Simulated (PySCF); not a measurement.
**Vibration and rotation of BeCd⁺**

ROHF-CCSD(T) constants of BeCd⁺, ²Σ⁺ (doublet), unpaired electrons σ ↑ (PySCF, scalar-relativistic core potentials, basis sets Be def2-SVPD, Cd def2-SVPD with ECP28; masses 9.0122 and 113.9034 u):

| Property | Result |
| --- | --- |
| ωe | 332.2 cm⁻¹ |
| ωexe | 2.38 cm⁻¹ |
| Be | 0.30802 cm⁻¹ |
| αe | 0.00316 cm⁻¹ |
| D (centrifugal) | 1.06e-06 cm⁻¹ |
| De to Be + Cd⁺ | 1.28 eV |

Problem. Give the vibrational terms G(v) and spacings up to v = 6.

Solution. G(v) = ωe(v+½) − ωexe(v+½)².

```tsv
v	G(v) (cm⁻¹)	G(v) − G(v−1)	Bv (cm⁻¹)
0	165.5		0.3064
1	492.9	327.4	0.3033
2	815.6	322.7	0.3001
3	1133.5	317.9	0.2970
4	1446.7	313.2	0.2938
5	1755.1	308.4	0.2906
6	2058.7	303.6	0.2875
```

Problem. How well does the Morse estimate ωe²/(4ωexe) reproduce De, and what is D0?

Solution. It gives 1.44 eV, 112 % of the computed De. D0 = De − G(0) = 1.28 − 0.02 = 1.26 eV.

Correlated steps freeze no core orbitals. Correlated levels converge slowly with the basis: in double zeta they bind strong bonds too weakly, by up to about 1 eV, and carry superposition errors of some tenths. Spin–orbit coupling is left out. For an ion De counts to the pair picked by the measured ionisation energies or electron affinities, which need not be the lowest pair at this level. The state is the lowest determinant that a PBE0 search found; another state may lie lower at other levels.
